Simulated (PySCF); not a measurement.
**Dipole response of Gd⁴²⁺ (gadolinium, charge +42)**

[Ar] 3d4, high-spin 5D determinant. All numbers are calculated (PySCF 2.14, scalar relativity by spin-free X2C-1e, in an even-tempered Gaussian basis (18 s from 8.4 bohr⁻², ratio 2.5; 12 p from 11 bohr⁻², ratio 2.5; 7 d from 11 bohr⁻², ratio 2.5; 4 f from 40 bohr⁻², ratio 2.7; 3 g from 61 bohr⁻², ratio 2.7)). Coupled (time-dependent) response in atomic units; α is the mean over directions.

| method | mean α (bohr³) | α xx, yy, zz | C₆ (like pair) | S(−4) |
| --- | --- | --- | --- | --- |
| UHF | 0.005763 | 0.005996, 0.005996, 0.005298 | 0.0005801 | 2.422e-05 |
| PBE0 | 0.005751 | 0.005989, 0.005989, 0.005277 | 0.0005795 | 2.408e-05 |

S(−4) is the Cauchy moment in α(ω) = α(0) + S(−4) ω² + …

Spin-orbit coupling is absent.

α(iu) at PBE0:

| u (hartree) | α(iu) (bohr³) |
| --- | --- |
| 0 | 0.005751 |
| 2.00 | 0.005657 |
| 4.00 | 0.005399 |
| 8.00 | 0.004626 |
| 12.0 | 0.003855 |
| 16.0 | 0.003249 |
| 20.0 | 0.002806 |
| 30.0 | 0.002133 |
| 40.0 | 0.001755 |
| 60.0 | 0.001297 |
| 100 | 0.0007906 |

For an ion, C₆ is the dispersion term alone; charge-induced terms of lower order in 1/R come first.

The components differ because the open shell of this determinant is not spherical; for a pure term their mean is the scalar polarisability.

Spin-orbit coupling is strong in this species (close to jj coupling), so the high-spin LS determinant is a model state, not a physical level.
